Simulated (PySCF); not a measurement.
# What a mistake does to a calculation on Al2H3N

All numbers below are calculated, not measured. They come from PySCF 2.14.0, an open-source quantum chemistry program, on an isolated molecule that a program drew, which may never have been made. The molecule is Al2H3N (charge 0, singlet), drawn as the SMILES string `[Al][NH][AlH2]`.

Each row is a Hartree-Fock (HF) and frozen-core CCSD(T) single point in the cc-pV(D+d)Z basis, meant for a local HF minimum. Run 1 is clean. Each other run has one planted mistake out of seven kinds, and not every kind appears here: one electron removed, one electron added, multiplicity raised by two, geometry at a saddle point, minimal basis STO-3G, one bond length entered in bohr, all coordinates scaled. The reference is restricted for singlets and unrestricted otherwise, and also for a bond in bohr. Adding or removing an electron swaps singlet and doublet. Electrons count all cores. HOMO and LUMO are orbital energies over both spins, the gradient is its largest component, and the lowest frequency (negative if imaginary) is given only where the gradient is small. Bond lengths are over the 5 bonds as drawn. T1 is the CCSD diagnostic: over 0.02 (restricted) or 0.045 (unrestricted) a single reference is doubtful.

Geometry of the clean run:
```xyz
6
Al2H3N, angstrom
Al   -2.1936    1.7572    0.1149
N    -0.6345    0.8574   -0.0966
Al   -0.1778   -0.8204    0.3140
H     0.1154    1.3909   -0.5214
H    -1.2829   -1.7319    0.9822
H     1.2774   -1.3566    0.0141
```

```
run,electrons,basis functions,<S^2>,HOMO (eV),LUMO (eV),gradient (hartree/bohr),lowest frequency (cm^-1),mean bond (Å),longest bond (Å),T1,HF (hartree),CCSD(T) (hartree),mistake
1,36,75,0.000,-8.12,1.45,1.8e-05,153,1.5546,1.812,0.0157,-540.08168,-540.41104,no fault
2,36,75,0.000,-8.22,1.38,2.1e-02,-,1.6090,1.876,0.0171,-540.07595,-540.40881,all coordinates scaled
3,36,26,0.000,-3.98,9.92,4.1e-02,-,1.5546,1.812,0.0212,-533.51178,-533.65540,minimal basis STO-3G
4,36,75,2.003,-6.10,0.08,6.9e-03,-,1.5546,1.812,0.0187,-540.01560,-540.31639,multiplicity raised by two
5,36,75,1.078,-7.42,0.75,1.6e-02,-,1.8725,3.376,0.0914,-539.93270,-540.24580,?
6,35,75,0.759,-15.32,-6.63,3.6e-02,-,1.5546,1.812,0.0214,-539.81216,-540.10810,?
```

**Which mistake was planted in run 5, and what did it cost?**

The mean bond changes by a factor of 1.204 and the longest by 1.863, so the molecule wasn't scaled as a whole. A length L in bohr read as angstrom grows by (1/0.5292 - 1) L = 0.890 L. The 5 bonds together grew by 5 x 0.3179 = 1.590 Å, which gives L = 1.787 Å. That is bond N2-Al3, 1.787 Å in the clean geometry. So the mistake is: one bond length entered in bohr. Subtracting run 1 and multiplying by 627.51 kcal/mol a hartree, the energy moved by 93.5 kcal/mol in HF and 103.7 kcal/mol in CCSD(T).

**Which mistake was planted in run 6, and what did it cost?**

It counts 35 electrons, one fewer than the clean run, at the same geometry and basis. So the mistake is: one electron removed. Subtracting run 1 and multiplying by 627.51 kcal/mol a hartree, the energy moved by 169.1 kcal/mol in HF and 190.1 kcal/mol in CCSD(T).

Cautions from the logs. Run 3: T1 is over the limit, so its CCSD(T) energy is less reliable; run 5: T1 is over the limit, so its CCSD(T) energy is less reliable.
